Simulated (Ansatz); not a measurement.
The same path of C4H5B (10 atoms, charge 0, multiplicity 1) was run twice with different band settings. The coordinate that changes most is the dihedral H7–B1–C2–C3.

Theory: RHF/def2-mTZVP in Ansatz 0.2.0.

Relaxed end points:

```xyz
10
Properties=species:S:1:pos:R:3
B -1.226 -1.886 0.466
C 0.015 -1.061 0.879
C 0.340 0.045 0.250
C 0.635 1.101 -0.363
C 0.939 2.195 -0.997
H -1.904 -1.521 -0.435
H -1.503 -2.883 1.046
H 0.651 -1.368 1.693
H 0.340 2.549 -1.815
H 1.797 2.779 -0.722
```

```xyz
10
Properties=species:S:1:pos:R:3
B -1.225 -1.885 0.464
C 0.016 -1.062 0.881
C 0.340 0.046 0.255
C 0.633 1.102 -0.359
C 0.937 2.194 -0.996
H -1.500 -2.888 1.037
H -1.905 -1.513 -0.433
H 0.653 -1.371 1.693
H 0.335 2.550 -1.811
H 1.801 2.774 -0.728
```

Common settings: movable images 5; climbing image yes; spring 5.0 eV/Å²; optimiser quadratic models (default); start path through a guess of the saddle point; iteration limit 60; end points relaxed.

| run | force threshold |
| --- | --- |
| 1 | 0.03 eV/Å |
| 2 | 0.2 eV/Å |

Q: What does each run give, and how far can it be trusted?

A: Run 1: converged after 22 iterations, highest image 0.328 eV above the first end. A vibrational analysis at the climbing image gives one clearly imaginary mode, 345i cm⁻¹: a first-order saddle point.
Run 2: converged after 9 iterations, highest image 0.337 eV above the first end. The threshold of 0.2 eV/Å is loose, so the images may lie well off the minimum-energy path. The order of the stationary point at the top wasn't checked.
